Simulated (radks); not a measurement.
The thallium ion Tl3+, 78 electrons, occupied as [Xe] 4f14 5d10. Method: scalar-relativistic Kohn-Sham, BLYP, spin-polarised, spherical densities, point nucleus; computed with a radial shooting solver on a logarithmic mesh with Libxc functionals.

Radial electron density D(r) = 4 pi r^2 rho(r):

```
   r/bohr * D(r) (the largest magnitude, 153, reaches the edge; | marks zero)
 0.002207 |           *
 0.002528 |              *
  0.00292 |                *
 0.003372 |                   *
 0.003864 |                      *
 0.004462 |                          *
 0.005153 |                             *
 0.005904 |                                *
 0.006818 |                                   *
 0.007812 |                                     *
 0.009021 |                                       *
  0.01042 |                                        *
  0.01194 |                                       *
  0.01379 |                                      *
  0.01592 |                                     *
  0.01824 |                                    *
  0.02106 |                                   *
  0.02433 |                                    *
  0.02787 |                                      *
  0.03219 |                                           *
  0.03688 |                                               *
  0.04259 |                                                    *
  0.04919 |                                                      *
  0.05635 |                                                     *
  0.06508 |                                                 *
  0.07516 |                                             *
  0.08611 |                                          *
  0.09945 |                                           *
   0.1139 |                                              *
   0.1316 |                                                  *
    0.152 |                                                 *
   0.1741 |                                            *
   0.2011 |                                   *
   0.2322 |                             *
    0.266 |                            *
   0.3072 |                               *
   0.3548 |                                 *
   0.4065 |                               *
   0.4695 |                         *
   0.5379 |                  *
   0.6212 |            *
   0.7174 |         *
   0.8219 |        *
   0.9492 |       *
    1.096 |      *
    1.256 |    *
     1.45 |   *
    1.675 | *
    1.919 |*
    2.216 |*
    2.539 *
    2.932 *
    3.387 *
     3.88 *
    4.481 *
```

D(r) has 4 maxima, at r = 0.0108, 0.0504, 0.140, 0.361 bohr, and minima at 0.0211, 0.0896, 0.256 bohr, inside which lie 1.89, 10.96, 30.04 electrons.
